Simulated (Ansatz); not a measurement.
`BC[SiH2]CF` + HBr → `FC[SiH2]Br` + `BC` at 400 K and 1 bar (ligand exchange at the Si–C bond).

Calculated with Ansatz (gas phase, PBE0-D4/def2-TZVP geometries, no zero-point term in ΔE). CCSD(T)/CBS is the MP2 limit (def2-TZVPP, def2-QZVPP) plus CCSD(T) − MP2 in def2-TZVPP, frozen cores. This one scheme is used for every species. For Br outer-core shells are correlated without core-valence functions, which leaves a few kJ/mol of doubt a bond. Scalar relativity is left out up to krypton. Each species was taken in one conformer, which may not be the lowest.

```tsv
species	CCSD(T)/CBS energy (Eh)	H − E (kJ/mol)	S (J/(mol·K))
`BC[SiH2]CF`	-494.56245	285.2	401.5
HBr	-2573.91920	27.6	207.2
`FC[SiH2]Br`	-3002.67960	153.4	360.7
`BC`	-65.83255	164.9	265.6
```

H − E and S are ideal-gas, rigid-rotor, harmonic terms from PBE0-D4/def2-TZVP, for one conformer and one mirror image of each species. 1 Eh = 2625.50 kJ/mol, R = 8.31446 J/(mol·K).

Q: By hand: ΔE, ΔH, ΔS and ΔG.

A: ΔE = (-3002.67960) + (-65.83255) − (-494.56245) − (-2573.91920) = -0.03050 Eh = -80.1 kJ/mol. Δ(H − E) = 153.4 + 164.9 − 285.2 − 27.6 = 5.5, so ΔH = -74.6 kJ/mol. ΔS = 360.7 + 265.6 − 401.5 − 207.2 = 17.6 J/(mol·K). ΔG = -74.6 − 400 × (17.6)/1000 = -81.6 kJ/mol.

Q: By hand: the equilibrium constant, and the temperature at which ΔG would vanish if ΔH and ΔS stayed fixed.

A: log₁₀ K = −ΔG/(RT ln 10) = 10.7. ΔH and −TΔS have one sign here, so there is no such temperature.

ΔH outweighs TΔS. A doubt of 5 kJ/mol in ΔE shifts log₁₀ K by 0.7 here. Other conformers and mirror images would add mixing entropy, several J/(mol·K) or more a flexible species. Modes under 60 cm⁻¹, often nearly free rotors, make the harmonic entropy too high. These are equilibria of isolated gas molecules and say nothing of rates. Largest T1 diagnostic: 0.011 (customary marks: 0.02 for closed shells, 0.045 for open ones).
